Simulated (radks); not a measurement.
Ionisation ladder of cerium, from Ce XLI to Ce XLIV. Each ion is in the ground configuration listed by NIST, and IE = E(next ion) - E(this ion). Calculated with a radial shooting solver on a logarithmic mesh with Libxc functionals: scalar-relativistic Kohn-Sham, BLYP, spin-unpolarised, spherical densities, finite nucleus; Fermi nuclear charge, rms radius 4.8771 fm.

species,configuration,E (hartree),"IE, Delta-SCF (eV)",-e(HOMO) (eV),HOMO,<r> HOMO (bohr),"IE, NIST (eV)",kind,error (eV)
Ce XLI,[Ar],-7523.1440,3126.5,3081.7,3p,0.250,3087,theory,+39.5
Ce XLII,[Ne] 3s2 3p5,-7408.2455,3219.3,3174.1,3p,0.248,3176,theory,+43.3
Ce XLIII,[Ne] 3s2 3p4,-7289.9379,3312.7,3267.1,3p,0.247,3274,theory,+38.7
Ce XLIV,[Ne] 3s2 3p3,-7168.1999,3406.5,3360.7,3p,0.245,3366,theory,+40.5

Reference values: NIST Atomic Spectra Database (exp. = measured, semi-emp. = semi-empirical, theory = theoretical value adopted there). The ionisation energy per charge of the ion left behind rises most, in proportion, at Ce XLII ([Ne] 3s2 3p5), from 76.257 to 76.650 eV. Spin polarisation and multiplet splitting are left out, so open shells lie too high by an amount that depends on their filling. Spin-orbit splitting is averaged out at the scalar-relativistic level.

Beside tabulated values, note that spin-unpolarised runs miss the spin-polarisation part of the exchange energy of open shells.
